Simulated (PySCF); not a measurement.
[(1R,2S)-2-fluorocyclopropyl]methanol (C₄H₇FO), SMILES OC[C@H]1C[C@@H]1F.

Coordinates come from a PBE0-D3(BJ)/def2-SVP optimisation. Other conformers were not sampled.

All values below come from PySCF with PBE/def2-TZVP.

Gas-phase values at a fixed geometry.

Computed frontier levels, gap, dipole moment and polarisability:
| Property | Value |
|---|---|
| highest occupied level | -6.27 eV |
| lowest empty level | 0.05 eV |
| orbital gap | 6.33 eV |
| dipole moment | 0.76 D |
| quadrupole, principal values (traceless, Buckingham form, about the centre of nuclear charge) | -12.89, 3.04, 9.84 D·Å |
| mean static polarisability | 52.7 bohr³ (7.81 Å³) |
| polarisability, principal values | 48.1, 51.5, 58.6 bohr³ |
